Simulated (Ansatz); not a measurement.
CH5IOSi can be A, `[SiH3]OCI`, or B, `C[SiH](O)I`.

Isolated molecules relaxed with PBE0-D4/def2-TZVP in Ansatz; ΔE leaves out vibrations. CCSD(T)/CBS is the MP2 limit (def2-TZVPP, def2-QZVPP) plus CCSD(T) − MP2 in def2-TZVPP, frozen cores. Functionals use def2-TZVPP. B3LYP here is the variant with VWN-RPA as its local correlation; programs differ in this. Elements past krypton have def2 core potentials. For I outer-core shells are correlated without core-valence functions, which leaves a few kJ/mol of doubt a bond. Each species was taken in one conformer, which may not be the lowest.

(1) Which is lower in electronic energy at CCSD(T)/CBS, and by how much? (Best estimate.)

(2) Give E(B) − E(A) in kJ/mol with r2SCAN-D4, B3LYP, MP2/def2-TZVPP, HF/def2-TZVPP, ωB97M-V, PBE-D4, B3LYP-D4. (An estimate is asked.)

Largest T1 diagnostic: 0.011.

Answers

(1) Computed: B, by 239.3 kJ/mol.

(2) Computed: r2SCAN-D4 -239.3, B3LYP -225.9, MP2/def2-TZVPP -244.9, HF/def2-TZVPP -234.8, ωB97M-V -241.5, PBE-D4 -229.7, B3LYP-D4 -225.9. None reverses the order clearly.

From PBE to PBE0 (25 % exact exchange), in def2-TZVPP and without D4, E(B) − E(A) moves by −11.0 kJ/mol.
